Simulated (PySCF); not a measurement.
B3LYP has the VWN-RPA correlation part, as in Gaussian. Delta-SCF ions had no search for a lower state. Excitations are Tamm–Dancoff values on a coarser integration grid. The basis has no diffuse functions, so Rydberg states are missing or too high.

Species: CH$_{6}$Ge, SMILES `[CH3][GeH3]` (charge 0, multiplicity 1).

Question: Give the brightest of the four lowest singlets (TDA), S1–T1 gap (TDA) and vertical ionisation energy (Delta-SCF) at the level PySCF with B3LYP-D3(BJ)/def2-TZVP.

Answer: 
```yaml
brightest of the four lowest singlets (TDA): 9.05 eV
S1–T1 gap (TDA): 0.67 eV
vertical ionisation energy (Delta-SCF): 11.19 eV
```
